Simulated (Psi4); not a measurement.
F$_{2}$O$_{2}$W, triplet (typed; the unrestricted solution is spin-contaminated), geometry from GFN2-xTB (such geometries of metal compounds can be far from the true shape) (the multiplicity is a formal guess) (core potentials on W). Base run: Psi4 1.11 with HF/def2-SVP.

Geometry (Å):
```xyz
5

W      0.0893    -0.0196     0.0305
O      1.2868    -0.8365    -0.9089
O      0.7051     0.3989     1.5891
F     -1.1365     1.4102    -0.0366
F     -1.3681    -0.8600    -0.8187
```
Charge 0, spin multiplicity 3.
Orbitals are unrestricted.
All else is at Psi4's defaults (density fitting).

The base run was repeated with changes; each row names its change, and settings that it needs were set with it.

```csv
change,E (Eh),dipole (D),<S^2>,core-seconds (rough)
base,-414.73474,2.56,2.275,6
functional = pbe,-416.73831,1.15,2.008,10
functional = b3lyp,-417.02691,1.67,2.028,10
functional = tpss,-417.06812,1.30,2.012,30
functional = wb97m-v,-416.80738,1.83,2.044,100
functional = x3lyp,-416.87832,1.70,2.031,20
functional = pbe0,-416.64122,1.76,2.036,20
functional = scan,-416.95878,1.56,2.027,30
functional = mn15,-416.59144,1.78,2.039,30
functional = hse06,-416.67416,1.76,2.036,30
functional = bp86,-417.14637,1.16,2.008,10
functional = b97m-v,-416.87750,1.60,2.019,100
functional = wb97x,-416.91521,1.83,2.050,30
```

Absolute energies of different levels of theory aren't comparable as measures of quality.

Open shells are given as the SCF converged; they aren't shown to be the lowest states, and a large step between rows can be another state.
